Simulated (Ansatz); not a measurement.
Compare A (`C=C([SiH3])CF`) with its isomer B (`FC/C=C/[SiH3]`).

Gas-phase electronic energies from Ansatz, PBE0-D4/def2-TZVP geometries. CBS: MP2 limit from def2 TZ/QZ plus the TZ coupled-cluster correction, frozen cores. Functionals use def2-TZVPP. B3LYP here is the variant with VWN-RPA as its local correlation; programs differ in this. One conformer a species, not always the lowest.

A:

Z-matrix (Å, degrees):
```
Si
C 1 1.870
H 1 1.489 2 110.6
H 1 1.489 2 110.6 3 -118.9
H 1 1.484 2 108.6 3 120.6
C 2 1.493 1 118.1 3 59.5
C 2 1.331 1 120.2 3 -120.4
F 6 1.379 2 112.6 1 -180.0
H 6 1.097 2 110.5 1 -59.6
H 6 1.097 2 110.5 1 59.7
H 7 1.085 2 121.5 1 180.0
H 7 1.084 2 121.4 1 -0.0
```

B:

Z-matrix (Å, degrees):
```
C
C 1 1.487
F 1 1.375 2 112.2
H 1 1.097 2 110.3 3 120.5
H 1 1.097 2 110.3 3 -120.5
C 2 1.330 1 125.3 3 0.0
H 2 1.090 1 113.9 3 -180.0
Si 6 1.854 2 122.8 1 180.0
H 6 1.088 2 117.4 1 -0.0
H 8 1.488 6 108.9 2 0.0
H 8 1.488 6 111.0 2 120.2
H 8 1.488 6 111.0 2 -120.2
```

(1) Which isomer does CCSD(T)/CBS put lower? Give the gap. (An estimate is asked.)

(2) Give E(B) − E(A) in kJ/mol with PBE0-D4, PBE-D4, B2PLYP, CCSD(T)/def2-TZVPP, CCSD/def2-TZVPP, ωB97M-V, B3LYP. (An estimate is asked.)

Largest T1 diagnostic: 0.012.

## Answers

(1) The calculation gave: B, by 2.9 kJ/mol.

(2) The calculation gave: PBE0-D4 -4.1, PBE-D4 -3.4, B2PLYP -5.0, CCSD(T)/def2-TZVPP -3.0, CCSD/def2-TZVPP -4.0, ωB97M-V -3.5, B3LYP -6.5. None reverses the order clearly.

In def2-TZVPP, CCSD(T) changes the Hartree–Fock value by +5.0 kJ/mol (the triples alone add +0.9 kJ/mol) and MP2 by +5.5 kJ/mol.
